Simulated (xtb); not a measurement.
1,3-azasiletidine (C₂H₇NSi), SMILES C1[SiH2]CN1. All values are semi-empirical tight-binding results from xtb (GFN2-xTB unless named), good for trends rather than for accurate numbers. Geometry optimised at GFN2-xTB.

point group as xtb finds it: Cs
orbital gap: 3.63 eV
dipole moment: 1.32 D
zero-point energy: 53.4 kcal/mol
G − E(el) at 298.15 K (modified RRHO): 36.1 kcal/mol
static polarisability (D4 model): 59.8 bohr³
solvation energy, GFN2-xTB/ALPB(water): -1.1 kcal/mol
solvation energy, GFN2-xTB/ALPB(benzene): -2.5 kcal/mol
